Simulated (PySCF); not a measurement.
SMILES c1csc(-c2ccc[se]2)c1 (GFN2-xTB optimised geometry):

```
16

C      2.380    -1.897    -0.003
C      1.421    -2.859    -0.004
S     -0.165    -2.197    -0.003
C      0.473    -0.575    -0.001
C     -0.395     0.560     0.000
C     -1.765     0.560     0.000
C     -2.366     1.836     0.001
C     -1.495     2.878     0.003
Se     0.274     2.321     0.000
C      1.843    -0.597    -0.002
H      3.435    -2.108    -0.004
H      1.543    -3.924    -0.005
H     -2.334    -0.355    -0.001
H     -3.435     1.970     0.001
H     -1.742     3.924     0.003
H      2.435     0.304    -0.001
```

Calculation: PBE/def2-TZVP (PySCF).

Q: What are the frontier orbital energies and the dipole moment?

A: HOMO-2 -6.35 eV, HOMO-1 -6.00 eV, HOMO -5.00 eV, LUMO -2.21 eV, LUMO+1 -0.91 eV; dipole moment 0.15 D.

Meta-Löwdin charges at PBE/def2-TZVP: C1 -0.15, C2 -0.27, S3 0.29, C4 -0.12, C5 -0.13, C6 -0.16, C7 -0.15, C8 -0.29, Se9 0.32, C10 -0.16, H11 0.13, H12 0.15, H13 0.13, H14 0.13, H15 0.14, H16 0.13.
